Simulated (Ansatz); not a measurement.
Problem. Name a neutral molecule of B, Br, C, S and H with LUMO energy (B3LYP/def2-TZVPP) between -1.60 and -1.30 eV and LUMO energy (PBE0/def2-TZVPP) between -1.65 and -1.35 eV (Ansatz, PBE0-D4/def2-TZVP geometry).

Solution. `CC(Br)BS` (-1.55 eV, -1.36 eV). Other molecules can fit too; these were computed, each in one conformer that needn't be the lowest.

B3LYP here is the variant with VWN-RPA as its local correlation; programs differ in this.
